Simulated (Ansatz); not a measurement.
A run for Ansatz (a program for electronic structure): U-CCSD(T)/def2-TZVPP on FIPb (SMILES [F][Pb][I]), a point of a bond scan (R = 5.667 Å). Elements past Kr take the def2 small-core potentials; no spin–orbit coupling. The run froze 19 orbitals, filled d shells among them.

Ansatz 0.2 input:
```yaml
crystal:
  periodic: [false, false, false]
  atoms:
    - {symbol: Pb, position_ang: [0.54632348, -0.46465695, 0.74031944]}
    - {symbol: F, position_ang: [1.67669223, -1.49135570, -0.64500339]}
    - {symbol: I, position_ang: [-2.80627652, 2.40896151, -2.81206148]}
basis:
  gaussian:
    orbitals: def2-TZVPP
correlation: {method: ccsd_t, electrons: outside_noble_gas}
scf: {omitted_lower_state_checks: [cluster_reference]}
magnetization: {spin_polarized: true, initial_magnetization: 0}
```

Program output:

```
WARN ansatz: RAYON_NUM_THREADS=1 ignored (pool sized by the plan → 1); use --threads N
Functional definition: HF
these checks for a lower state are left out or cut short: cluster_reference
integrals: 0.41 GiB planned
1178 factors; integrals over basis functions are off by at most 6.3e-4 eV
mean field: 0.61 GiB planned
mean field evaluation 1: about -15995.3941 eV, gradient 2.7e1 eV
mean field evaluation 2: about -15995.3945 eV, gradient 2.7e1 eV
mean field evaluation 4: about -15998.4556 eV, gradient 6.9e0 eV
mean field evaluation 8: about -15998.8186 eV, gradient 3.0e-1 eV
mean field evaluation 16: about -15998.8347 eV, gradient 1.2e-2 eV
mean field evaluation 32: about -15998.8348 eV, gradient 2.0e-5 eV
mean field evaluation 64: about -15998.7795 eV, gradient 7.9e-1 eV
mean field evaluation 96: about -16000.3325 eV, gradient 2.7e-6 eV
mean field evaluation 128: about -16000.3310 eV, gradient 2.5e-6 eV
mean field evaluation 160: about -16000.3277 eV, gradient 6.7e-1 eV
mean field evaluation 192: about -16000.3325 eV, gradient 2.1e-3 eV
mean field evaluation 224: about -16000.3324 eV, gradient 2.9e-2 eV
mean field evaluation 256: about -15998.7551 eV, gradient 2.4e0 eV
mean field evaluation 288: about -16000.2583 eV, gradient 1.7e0 eV
mean field evaluation 320: about -16000.3290 eV, gradient 3.5e-2 eV
mean field evaluation 352: about -16000.3325 eV, gradient 2.7e-6 eV
mean field -16000.33246871 eV, -588.0013728104 hartree, gradient 2.7e-6 eV, S^2 1.019339; 18 other end points of the search recorded, 0 dependent functions left out
19 core orbitals not correlated, not the lowest: weight in the atoms' cores, before any rotation towards them, 0.969 or more for the frozen orbitals, at most 0.032 for the correlated occupied ones
reference -16000.33246871 eV, -588.0013728104 hartree; 9, 9 occupied and 103, 103 virtual orbitals, 1178 factors
second order -11.62278232 eV of doubles, -0.00000000 eV of singles
coupled cluster: 0.91 GiB planned
cycle   1  -11.81912816 eV  change   -2.0e-1 eV  update   1.0e-1
cycle   2  -12.11988939 eV  change   -3.0e-1 eV  update   4.1e-2
cycle   3  -12.23594045 eV  change   -1.2e-1 eV  update   2.2e-2
cycle   4  -12.23432431 eV  change    1.6e-3 eV  update   6.1e-3
cycle   5  -12.23091042 eV  change    3.4e-3 eV  update   3.2e-3
cycle   6  -12.23179658 eV  change   -8.9e-4 eV  update   1.2e-3
cycle   7  -12.23173296 eV  change    6.4e-5 eV  update   4.8e-4
cycle   8  -12.23157630 eV  change    1.6e-4 eV  update   1.5e-4
cycle   9  -12.23160401 eV  change   -2.8e-5 eV  update   6.3e-5
cycle  10  -12.23162852 eV  change   -2.5e-5 eV  update   2.5e-5
cycle  11  -12.23160790 eV  change    2.1e-5 eV  update   1.3e-5
coupled cluster: 0.92 GiB planned
perturbative correction -0.38509292 eV, -0.0141519037 hartree
Total energy: -16012.94916953 eV, -588.4650280136 hartree
Checks for a lower state left out: cluster_reference
```

The calculation finished and met its thresholds. Its determinant has ⟨S²⟩ = 1.02, a mixture of spin states.

Cost: roughly 2.2 core-minutes.
